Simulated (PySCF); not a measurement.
C2H8OSi, singlet, at a GFN2-xTB geometry. Base run: PBE/6-31G, TDA (PySCF).

PySCF was given this input:
```python
from pyscf import gto, scf, dft, tdscf

mol = gto.Mole()
mol.atom = '''
    Si    0.765803    0.503653    0.245233
    O     1.486686   -0.943796    0.061983
    C    -0.949976    0.551565   -0.583740
    C    -1.922090   -0.487442   -0.029900
    H     1.713579    1.385310   -0.420576
    H     0.600238    0.803395    1.672102
    H     1.046546   -1.757702    0.291326
    H    -0.846948    0.396634   -1.659715
    H    -1.387699    1.542474   -0.459851
    H    -2.059611   -0.355091    1.041659
    H    -2.897132   -0.403768   -0.508357
    H    -1.551300   -1.496764   -0.203875
'''
mol.basis = '6-31g'
mol.charge = 0
mol.spin = 0
mol.verbose = 4
mol.build()

mf = dft.RKS(mol)
mf.xc = 'pbe'
mf.kernel()
td = mf.TDA()
td.nstates = 5
td.kernel()
td.analyze()
```

Each row names what was changed in the base input (with any setting that the change needs).

```
change                 first excitation (eV)  oscillator strength of the first  second (eV)  core-seconds (rough)
---------------------  ---------------------  --------------------------------  -----------  --------------------
base                                    6.53                             0.002         7.17                    30
nstates = 2                             6.53                             0.002         7.17                    20
functional = m062x                      7.36                             0.003         8.10                   100
states = triplets                       6.19                                 -         6.76                    20
functional = pbe0                       7.22                             0.003         7.92                    40
functional = b3lyp                      7.04                             0.003         7.73                    40
nstates = 15                            6.53                             0.002         7.17                    40
conv_tol = 1e-3                         6.53                             0.002         7.17                    20
functional = lc_wpbe                    7.76                             0.005         8.45                    70
functional = camb3lyp                   7.33                             0.004         8.03                    70
```

An iterative solver can miss low states, so a row lists the states that it found.
